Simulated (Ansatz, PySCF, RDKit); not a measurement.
Complex: H2O (SMILES O) (first 3 atoms) with CH3Br (SMILES CBr); geometry from B3LYP-D3(BJ)/def2-TZVP.
(charge 0, multiplicity 1):
```xyz
8

O     -0.16628     0.15742     0.82802
H      0.75648    -0.03766     1.03932
H     -0.13801     0.95277     0.28653
C      0.66593    -0.01107     4.06066
Br     2.39511    -0.15417     3.13730
H      0.73913     0.82365     4.74841
H      0.50663    -0.94548     4.58654
H     -0.08374     0.15561     3.29499
```

Counterpoise-corrected where a basis set is named; no monomer relaxation. RDKit's UFF carries no charges.

Run with Ansatz (a program for electronic structure) with Gaussian orbitals; PySCF for the dispersion terms; RDKit for the force fields. Each number belongs to the level named beside it.

Q: One of these levels gives -3.86 kcal/mol for the interaction energy. Name it.
A. UFF
B. BLYP/def2-TZVPPD
C. r2SCAN-D3(BJ)/def2-TZVPPD
D. r2SCAN/def2-TZVPPD

A: C, r2SCAN-D3(BJ)/def2-TZVPPD. The others give 1.90 (UFF), -1.70 (BLYP/def2-TZVPPD), -3.55 (r2SCAN/def2-TZVPPD)
